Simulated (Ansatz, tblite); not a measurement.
Removing and adding an electron: GeBr2H2 (GeH2Br2). Total charge 0; singlet. Geometry: B3LYP-D4/def2-SVP. Ansatz, gas phase; energy differences of separate SCF runs; the oxidised species was run as a doublet alone; the reduced species was run as a doublet alone.

```xyz
5

Ge    0.0836   -0.1735    0.0714
Br   -0.1092    1.8080    1.2630
Br   -0.8137    0.1074   -2.0498
H    -0.7375   -1.2479    0.7974
H     1.5768   -0.4940   -0.0819
```

The xTB rows come from tblite. HOMO above LUMO, or a gap near zero within one spin, warns that the state may not be the lowest or that an electron is smeared out.

(1) Estimate orbital energies and vertical ionisation energies and electron affinities at: GFN1-xTB; GFN2-xTB; PBE-D4/def2-TZVP; PBE-D4/def2-TZVPD; r2SCAN-D4/def2-TZVP; r2SCAN-D4/def2-TZVPD; PBE0-D4/def2-TZVP; PBE0-D4/def2-TZVPD.

Results:

(1) 
```json
{"level": "GFN1-xTB", "−HOMO (eV)": "12.10", "vertical IE (eV)": "15.36", "−LUMO (eV)": "6.42", "vertical EA (eV)": "3.08", "HOMO–LUMO gap (eV)": "5.68", "IE − EA (eV)": "12.28", "remarks": "–"}
{"level": "GFN2-xTB", "−HOMO (eV)": "12.03", "vertical IE (eV)": "15.06", "−LUMO (eV)": "6.54", "vertical EA (eV)": "3.89", "HOMO–LUMO gap (eV)": "5.49", "IE − EA (eV)": "11.17", "remarks": "–"}
{"level": "PBE-D4/def2-TZVP", "−HOMO (eV)": "7.23", "vertical IE (eV)": "10.04", "−LUMO (eV)": "2.36", "vertical EA (eV)": "–", "HOMO–LUMO gap (eV)": "4.87", "IE − EA (eV)": "–", "remarks": "gap within one spin near zero (+1 doublet)"}
{"level": "PBE-D4/def2-TZVPD", "−HOMO (eV)": "7.26", "vertical IE (eV)": "–", "−LUMO (eV)": "2.45", "vertical EA (eV)": "0.17", "HOMO–LUMO gap (eV)": "4.81", "IE − EA (eV)": "–", "remarks": "HOMO above zero (-1 doublet)"}
{"level": "r2SCAN-D4/def2-TZVP", "−HOMO (eV)": "7.58", "vertical IE (eV)": "10.31", "−LUMO (eV)": "2.14", "vertical EA (eV)": "–", "HOMO–LUMO gap (eV)": "5.44", "IE − EA (eV)": "–", "remarks": "–"}
{"level": "r2SCAN-D4/def2-TZVPD", "−HOMO (eV)": "7.59", "vertical IE (eV)": "–", "−LUMO (eV)": "2.19", "vertical EA (eV)": "0.06", "HOMO–LUMO gap (eV)": "5.40", "IE − EA (eV)": "–", "remarks": "HOMO above zero (-1 doublet)"}
{"level": "PBE0-D4/def2-TZVP", "−HOMO (eV)": "8.52", "vertical IE (eV)": "10.51", "−LUMO (eV)": "1.47", "vertical EA (eV)": "–", "HOMO–LUMO gap (eV)": "7.05", "IE − EA (eV)": "–", "remarks": "–"}
{"level": "PBE0-D4/def2-TZVPD", "−HOMO (eV)": "8.53", "vertical IE (eV)": "–", "−LUMO (eV)": "1.58", "vertical EA (eV)": "0.03", "HOMO–LUMO gap (eV)": "6.95", "IE − EA (eV)": "–", "remarks": "HOMO above zero (-1 doublet)"}
```

   A HOMO above zero means that the electron is unbound at that level or that self-interaction error raises the level; the energy of removing that electron tells which. Raw xTB energy differences between charge states are shifted by several eV; the methods need an empirical correction for them.
